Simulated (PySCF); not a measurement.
Two species compared at the same levels of theory.

First species: C8H11F.
Structure used (GFN2-xTB), in Å, numbered top down from 1:
```xyz
20
C8H11F angstrom
C      2.782   -1.742   -0.121
C      2.025   -0.740   -0.437
C      1.255    0.259   -0.731
C      0.136    0.748    0.163
C     -1.166    0.646   -0.582
C     -2.086   -0.294   -0.440
C     -2.047   -1.461    0.492
C      0.399    2.199    0.581
F      0.478    3.027   -0.512
H      3.703   -1.608    0.424
H      2.535   -2.752   -0.405
H      1.380    0.806   -1.655
H      0.115    0.152    1.079
H     -1.314    1.428   -1.315
H     -2.982   -0.233   -1.045
H     -2.715   -1.288    1.336
H     -1.046   -1.647    0.870
H     -2.394   -2.355   -0.023
H     -0.417    2.579    1.205
H      1.353    2.288    1.111
```

Second species: C5H13NSi3.
InChI=1S/C5H13NSi3/c1-4(2-3-6)9-5(7)8/h5H,1-2,9H2,7-8H3

Levels: PBE0/pcSseg-1 for dipole moment, HOMO energy, LUMO energy and HOMO–LUMO gap; GFN2-xTB for rotational constant A and rotational constant C. Geometries: GFN2-xTB. All species are isolated and taken at one optimised geometry, non-relativistic unless stated; the electronic structure was computed with PySCF and density fitting.

Dipoles, sizes and rotational constants follow the conformer. The torsions of the flexible species, by atom-mapped SMILES:
- `[CH2:1]=[C:2]=[CH:3][C@H:4](/[CH:5]=[CH:6]\[CH3:7])[CH2:8][F:9]`: C2–C3–C4–C5 -120°, C3–C4–C5–C6 102°, C3–C4–C8–F9 60°
- `[CH2:1]=[C:2]([CH2:3][C:4]#[N:5])[SiH2:6][CH:7]([SiH3:8])[SiH3:9]`: C1–C2–C3–C4 -114°, C1–C2–Si6–C7 95°, C2–Si6–C7–Si8 -55°

Values for the first species:

```
Dipole moment         : 2.02 D
HOMO energy           : -7.02 eV
LUMO energy           : 0.00 eV
HOMO–LUMO gap         : 7.02 eV
Rotational constant A : 1.410 GHz
Rotational constant C : 0.763 GHz
```

Question: Estimate the same properties for the second species, and the change in each.

Answer: 
```json
{"property": "dipole moment", "first": "2.02 D", "second": "3.32 D", "second less first": "+1.30 D"}
{"property": "HOMO energy", "first": "-7.02 eV", "second": "-8.21 eV", "second less first": "-1.19 eV"}
{"property": "LUMO energy", "first": "0.00 eV", "second": "-0.92 eV", "second less first": "-0.92 eV"}
{"property": "HOMO–LUMO gap", "first": "7.02 eV", "second": "7.29 eV", "second less first": "+0.27 eV"}
{"property": "rotational constant A", "first": "1.410 GHz", "second": "1.269 GHz", "second less first": "-0.141 GHz"}
{"property": "rotational constant C", "first": "0.763 GHz", "second": "0.595 GHz", "second less first": "-0.168 GHz"}
```

On the first: The dipole equals about 6.7 × 10⁻³⁰ C·m (1 D = 3.33564 × 10⁻³⁰ C·m).

On the second: The dipole matches unit charges of opposite sign 0.69 Å apart (1 e·Å = 4.8032 D).
